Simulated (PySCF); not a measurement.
Atoms are numbered as in `[NH2:1][SiH:2]([OH:3])[OH:4]`. Each H is labelled by its parent atom.

GIAO PBE0/pcSseg-1 shifts (PySCF 2.14.0 with density-fitted response routines, gas phase, non-relativistic, equivalent atoms averaged), each against references optimised in the same way as the molecule (NH3, TMS, H2O).

On the GFN2-xTB geometry: N1 33.1, Si2 -42.9, O3/O4 49.0, H(Si2) 4.83, H(O3)/H(O4) 1.68, H(N1) 0.46 ppm.

**Question.** What changes on the PBE0-D3(BJ)/def2-SVP geometry?

**Answer.** 
| atoms | δ (ppm) | change |
| --- | --- | --- |
| N1 | 35.2 | +2.1 |
| Si2 | -37.2 | +5.7 |
| O3/O4 | 54.2 | +5.2 |
| H(Si2) | 4.60 | -0.23 |
| H(O3)/H(O4) | 1.41 | -0.27 |
| H(N1) | 0.86 | +0.40 |

Bonds between heavy atoms that differ most (equivalent bonds averaged): Si2–O3 1.623 → 1.661 Å, N1–Si2 1.731 → 1.712 Å. Mean change of bonds to hydrogen: N–H +0.007 Å, Si–H +0.033 Å, O–H +0.009 Å.
